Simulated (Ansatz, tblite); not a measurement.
Spin states of the cluster Ca2Cl2⁺ (the lowest doublet isomer of a short search), each relaxed with r2SCAN-D4/def2-TZVP in Ansatz. Electronic energies in the gas phase.

The xTB rows come from tblite. Correlated methods freeze 20 core orbitals; core or outer-core shells of Ca are correlated, in sets that lack core-valence functions. In CCSD on the charge 1 doublet the largest single amplitude is 0.46, so its Hartree–Fock determinant may place the open shell otherwise than the density functionals do. In the quartet, Cl3 and Cl4 lie 2.62 Å apart (atoms count from 1), so these atoms are partly bonded to each other. The structure comes from a short search, and lower isomers may exist.

Doublet geometry (D2h within 0.1 Å):

| atom | x (Å) | y (Å) | z (Å) |
| --- | --- | --- | --- |
| Ca1 | -1.0328 | -0.1056 | -1.5730 |
| Ca2 | 1.0327 | 0.1046 | 1.5717 |
| Cl3 | 1.2063 | 0.9785 | -0.8571 |
| Cl4 | -1.2062 | -0.9774 | 0.8584 |

Quartet geometry (D2h within 0.1 Å):

```xyz
4

Ca    0.3893    1.6215    1.8595
Ca   -0.3906   -1.6242   -1.8569
Cl   -1.2121    0.4707   -0.1567
Cl    1.2135   -0.4680    0.1541
```

⟨S²⟩: doublet 0.75 at PBE0-D4/def2-TZVP (pure 0.75), quartet 3.76 at PBE0-D4/def2-TZVP (pure 3.75).

Run but left out: HF/STO-3G, HF/def2-TZVP, HF/def2-TZVPP, MP2/def2-TZVP, MP2/def2-TZVPP (doublet: a determinant that CCSD turns far, T1 0.060).

Only these spin states were relaxed. The quartet has other bonds than the doublet, so the gap mixes isomer and spin.

| level | quartet − doublet (kcal/mol) | lowest of these | remarks |
| --- | --- | --- | --- |
| GFN1-xTB | 86.3 | doublet | – |
| PBE-D4/def2-TZVP | 103.0 | doublet | – |
| revPBE-D4/def2-TZVP | 100.6 | doublet | – |
| r2SCAN-D4/def2-TZVP | 105.5 | doublet | – |
| B97M-V/def2-TZVP | 113.2 | doublet | – |
| PBE0-D4/def2-TZVP | 103.5 | doublet | – |
| BHLYP-D4/def2-TZVP | 102.2 | doublet | – |
| ωB97X-V/def2-TZVP | 104.0 | doublet | – |
| B2PLYP/def2-TZVP | 102.6 | doublet | – |
| RPA@PBE/def2-TZVP | 91.2 | doublet | – |
| CCSD/def2-TZVPP | 99.3 | doublet | large T1 (0.060) (doublet) |
| CCSD(T)/def2-TZVPP | 99.4 | doublet | large T1 (0.060) (doublet) |

Change of the quartet − doublet gap on mixing in exact exchange, in kcal/mol: PBE to PBE0 (25 % exact exchange) 0.4.

The xTB methods have no spin-polarisation term.
